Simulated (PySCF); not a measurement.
Ge(F)2, SMILES [F][Ge][F] (F₂Ge) (CAM-B3LYP/def2-SVP optimised geometry):

```
3

Ge    -0.761    -0.863     0.000
F      0.980    -0.863     0.000
F     -0.980     0.863     0.000
```

Method: PySCF with CAM-B3LYP/def2-TZVP.

Problem. What are the frontier orbital energies and the dipole moment?

Solution. HOMO-2 -13.08 eV, HOMO-1 -12.74 eV, HOMO -10.35 eV, LUMO -1.54 eV, LUMO+1 1.03 eV; dipole moment 2.56 D.

On the same geometry PBE/def2-TZVP in PySCF gives HOMO-2 -9.55 eV, HOMO-1 -9.14 eV, HOMO -7.62 eV, LUMO -3.33 eV, LUMO+1 -0.73 eV; dipole moment 2.26 D.

Meta-Löwdin charges at CAM-B3LYP/def2-TZVP: Ge1 0.99, F2 -0.49, F3 -0.49.
